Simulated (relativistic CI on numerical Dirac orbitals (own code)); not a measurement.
**Fe³⁺: 3d valence photoemission**

Computed with this model: Dirac-Coulomb-Breit CI, orbitals from a KLI potential per configuration, a model potential for QED, multiplet model of photoemission in the sudden approximation, unscaled Slater integrals; configurations [Ar] 3d5 → [Ar] 3d4; 300 K; Lorentzian 0.3 eV and Gaussian 0.5 eV FWHM. Energies are those of the free ion, without screening or charge transfer. The energies are binding energies and can lie tens of eV above those of solids. S is read from ⟨S²⟩ = S(S + 1).

Field parameters in Wybourne normalisation: Oh B⁴₀ = 21Dq, B⁴₄ = √(5/14) B⁴₀. The field is a parameter set, without covalency.

Peaks in eV (height, largest 100): 52.9 (68), 54.3 (100).

Question: Which surroundings give this spectrum?
A. free ion
B. Oh, 10Dq = 11400 cm⁻¹
C. Oh, 10Dq = 4100 cm⁻¹
D. Oh, 10Dq = 25900 cm⁻¹

Answer: B. Oh, 10Dq = 11400 cm⁻¹, where the ground state has S = 2.50.
